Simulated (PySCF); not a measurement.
[RuNCl4]- (charge -1 and singlet state).
Geometry (PBE0-D3(BJ)/def2-SVP, Å), atoms numbered from 1 in this order:
```
atom  x, y, z in Å
Ru1    0.000    0.000    0.139
N2     0.004   -0.007    1.703
Cl3    2.252    0.002   -0.467
Cl4   -0.001    2.256   -0.452
Cl5   -2.255    0.001   -0.455
Cl6   -0.001   -2.251   -0.470
```

Computed at PBE0/pcSseg-1 (def2-TZVP on Ru) (PySCF, non-relativistic but for the core potentials past Kr), with Q(14N) = 0.02044 b, Q(35Cl) = −0.0817 b: N2, 14N (I = 1): χzz = -2.839 MHz, η = 0.000; Cl3, 35Cl (I = 3/2): χzz = -51.84 MHz, η = 0.334.

Task: Where would the pure quadrupole (NQR) lines of 14N at N2 fall for the rigid, isolated species?

Result: From ν± = (3/4)|χ|(1 ± η/3) and ν0 = |χ|η/2: ν+ 2.129 MHz, ν− 2.129 MHz (nitrogen bonded to Ru).

Task: Find the zero-field quadrupole resonance frequencies of 35Cl at Cl3.

Result: From ν = (|χ|/2)√(1 + η²/3): ν = 26.40 MHz (chlorine bonded to Ru). For 37Cl the ratio of quadrupole moments, 0.7881, gives 20.81 MHz.

In a crystal, neighbours and librations shift these lines. Atoms past krypton carry effective core potentials; spin–orbit coupling is left out. The pcSseg-1 basis has no diffuse functions, a weakness for an anion. With a basis this small, the couplings can be 20 % off.
